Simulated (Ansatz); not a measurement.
Diatomic CoF, multiplicity 5 (not the ground state: that is measured with 2S+1 = 3). No spin–orbit coupling. Co is treated without relativity.

The constants come from a fifth-degree fit in 1/R (seven points, main isotopes). Runs in def2 and cc sets follow the lowest solution found near the PBE0 minimum.

Correlated levels freeze the inner cores; with def2 sets outer-core shells near the valence are correlated too.

The values were computed with Ansatz (Gaussian orbitals). Each number belongs to the level named beside it.

Problem. What bond length and harmonic frequency does B97M-V/def2-TZVPP give?

Solution. r_e = 1.778 Å, ω_e = 637 cm⁻¹.

Problem. What bond length and harmonic frequency does PBE0/def2-TZVPP give?

Solution. r_e = 1.774 Å, ω_e = 640 cm⁻¹.

Problem. What bond length and harmonic frequency does CCSD(T)/def2-TZVPP give?

Solution. r_e = 1.780 Å, ω_e = 641 cm⁻¹.

Ansatz is a quantum-chemistry and plane-wave program.
